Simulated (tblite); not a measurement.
Compound: C4H8OSi.
Bonds: C1–C2 (double), C2–C3, C3–C4, C4–O5, O5–Si6, C2–Si6. Hydrogens: H7, H8 on C1; H9, H10 on C3; H11, H12 on C4; H13, H14 on Si6.

Computed geometry: GFN2-xTB, gas phase.

List the bond lengths, angles and torsions at this level.

```json
{"bond": "C1=C2", "length (Å)": "1.322", "order": "double"}
{"bond": "C2–C3", "length (Å)": "1.506", "order": "single"}
{"bond": "C3–C4", "length (Å)": "1.533", "order": "single"}
{"bond": "C4–O5", "length (Å)": "1.408", "order": "single"}
{"bond": "O5–Si6", "length (Å)": "1.637", "order": "single"}
{"bond": "C2–Si6", "length (Å)": "1.888", "order": "single"}
{"bond": "C1–H7", "length (Å)": "1.081", "order": "single"}
{"bond": "C1–H8", "length (Å)": "1.077", "order": "single"}
{"bond": "C3–H9, C3–H10", "length (Å)": "1.092", "order": "single"}
{"bond": "C4–H11, C4–H12", "length (Å)": "1.095", "order": "single"}
{"bond": "Si6–H13, Si6–H14", "length (Å)": "1.460", "order": "single"}
```

Bonds in one row agree within 0.01 Å and their mean is given. Orders are formal, as drawn. A selection of angles:
```json
{"angle": "C2–C1–H7", "degrees": "122.4"}
{"angle": "C2–C1–H8", "degrees": "121.4"}
{"angle": "H7–C1–H8", "degrees": "116.2"}
{"angle": "C1–C2–C3", "degrees": "124.0"}
{"angle": "C1–C2–Si6", "degrees": "130.7"}
{"angle": "C3–C2–Si6", "degrees": "105.3"}
{"angle": "C2–C3–C4", "degrees": "107.2"}
{"angle": "C2–C3–H9", "degrees": "112.8"}
{"angle": "C2–C3–H10", "degrees": "108.2"}
{"angle": "C4–C3–H9", "degrees": "111.2"}
{"angle": "C4–C3–H10", "degrees": "109.1"}
{"angle": "H9–C3–H10", "degrees": "108.3"}
{"angle": "C3–C4–O5", "degrees": "110.0"}
{"angle": "C3–C4–H11", "degrees": "111.9"}
{"angle": "C3–C4–H12", "degrees": "110.2"}
{"angle": "O5–C4–H11", "degrees": "107.6"}
{"angle": "O5–C4–H12", "degrees": "108.5"}
{"angle": "H11–C4–H12", "degrees": "108.4"}
{"angle": "C4–O5–Si6", "degrees": "114.9"}
{"angle": "O5–Si6–H13", "degrees": "111.2"}
{"angle": "O5–Si6–H14", "degrees": "107.4"}
{"angle": "C2–Si6–O5", "degrees": "93.7"}
{"angle": "C2–Si6–H13", "degrees": "112.9"}
{"angle": "C2–Si6–H14", "degrees": "115.6"}
{"angle": "H13–Si6–H14", "degrees": "114.0"}
```

Torsions: C1–C2–C3–C4 -155° (antiperiplanar); C2–C3–C4–O5 -32° (synclinal); C3–C4–O5–Si6 26° (synperiplanar); C4–O5–Si6–C2 -10° (synperiplanar); C1–C2–Si6–O5 170° (antiperiplanar). The mirror-image conformer, all signs reversed, is as good.

Si6 (oxygen-bound silicon) has angles from 93.7° to 115.6°. O5 (silyl ether oxygen) is bent (angle 114.9°). The 5-membered ring C2–C3–C4–O5–Si6 has internal angles of 93.7° to 114.9°; it is puckered, 0.12 Å rms from its mean plane, widest ring torsion 32°. The 3 C–C bonds span 1.322 Å (C1=C2, drawn double) to 1.533 Å (C3–C4, drawn single), a spread of 0.211 Å.

Point group: C1 (no symmetry element, even within 0.4 Å). Its GFN2-xTB frequencies are all real (lowest 87 cm⁻¹). One conformer, not necessarily the lowest.
